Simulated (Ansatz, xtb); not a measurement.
**Ranking isomers of C6H9NO**

8 gas-phase structures of C6H9NO, from a drawn sample of its isomers (lower ones may exist). Each was relaxed with GFN2-xTB; where two conformers were screened, the lower at r2SCAN-D4/def2-SVP is listed:

A. `C=CC/C=C\NC=O`, a singlet
B. `C=CC/C=C/N=C\O`, a singlet
C. `C=CCC/C=N/C=O`, a singlet
D. `C=CCC/C=N\C=O`, a singlet
E. `C=CC/C=C\N=C/O`, a singlet
F. `C=CC/C=C/N=C/O`, a singlet
G. `C=CC/C=C\N=C\O`, a singlet
H. `C=CC/C=C/NC=O`, a singlet

Task: Make a reasoned guess at their ranking by r2SCAN-D4/def2-SVP single-point energy.

Result: Calculated order at r2SCAN-D4/def2-SVP: A (0.0), H (0.4), G (13.3), F (14.2), D (14.3), C (14.3), E (15.9), B (18.8) kcal/mol. Less than 1 kcal/mol parts A and H; G and F; F and D; D and C, so the order within those pairs means little.

Energies above the lowest of each column, in kcal/mol; the last columns are at B3LYP-D3(BJ)/def2-SVP geometries and were run for some of them only (a dash: not run or not comparable):

```json
{"structure": "A", "GFN2-xTB": "0.3", "HF/STO-3G": "1.7", "r2SCAN-D4/def2-SVP": "0.0", "B3LYP-D3(BJ)/def2-SVP": "0.0", "CCSD(T)/def2-SVP + ΔMP2/def2-TZVPP": "0.0"}
{"structure": "H", "GFN2-xTB": "0.0", "HF/STO-3G": "0.0", "r2SCAN-D4/def2-SVP": "0.4", "B3LYP-D3(BJ)/def2-SVP": "0.9", "CCSD(T)/def2-SVP + ΔMP2/def2-TZVPP": "0.6"}
{"structure": "G", "GFN2-xTB": "8.4", "HF/STO-3G": "8.0", "r2SCAN-D4/def2-SVP": "13.3", "B3LYP-D3(BJ)/def2-SVP": "13.6", "CCSD(T)/def2-SVP + ΔMP2/def2-TZVPP": "10.6"}
{"structure": "F", "GFN2-xTB": "8.2", "HF/STO-3G": "8.0", "r2SCAN-D4/def2-SVP": "14.2", "B3LYP-D3(BJ)/def2-SVP": "14.4", "CCSD(T)/def2-SVP + ΔMP2/def2-TZVPP": "11.0"}
{"structure": "D", "GFN2-xTB": "5.4", "HF/STO-3G": "7.4", "r2SCAN-D4/def2-SVP": "14.3", "B3LYP-D3(BJ)/def2-SVP": "12.2", "CCSD(T)/def2-SVP + ΔMP2/def2-TZVPP": "9.4"}
{"structure": "C", "GFN2-xTB": "6.1", "HF/STO-3G": "7.8", "r2SCAN-D4/def2-SVP": "14.3", "B3LYP-D3(BJ)/def2-SVP": "11.8", "CCSD(T)/def2-SVP + ΔMP2/def2-TZVPP": "8.2"}
{"structure": "E", "GFN2-xTB": "8.9", "HF/STO-3G": "15.9", "r2SCAN-D4/def2-SVP": "15.9", "B3LYP-D3(BJ)/def2-SVP": "–", "CCSD(T)/def2-SVP + ΔMP2/def2-TZVPP": "–"}
{"structure": "B", "GFN2-xTB": "9.0", "HF/STO-3G": "13.5", "r2SCAN-D4/def2-SVP": "18.8", "B3LYP-D3(BJ)/def2-SVP": "–", "CCSD(T)/def2-SVP + ΔMP2/def2-TZVPP": "–"}
```

CCSD(T)/def2-SVP + ΔMP2/def2-TZVPP has A and H within 1 kcal/mol of each other at the bottom, and every level picks one of them. CCSD(T)/def2-SVP + ΔMP2/def2-TZVPP orders those it was run on as A (0.0), H (0.6), C (8.2), D (9.4), G (10.6), F (11.0) kcal/mol. Less than 1 kcal/mol parts A and H; G and F, so the order within those pairs means little. Flexible structures stand in one conformer each, not always the lowest. Frequencies (GFN2-xTB) were run for A, C, F, G, H alone. ΔMP2 is the change of the MP2 energy from the smaller to the larger basis.

Over these structures GFN2-xTB departs from r2SCAN-D4/def2-SVP by 3.0 kcal/mol on average once a common shift is removed. A GFN2-xTB relaxation took about 0.56 s and the r2SCAN-D4/def2-SVP energy about 8.7 s on a shared host (Ansatz 0.2.0, xtb 6.7.1).
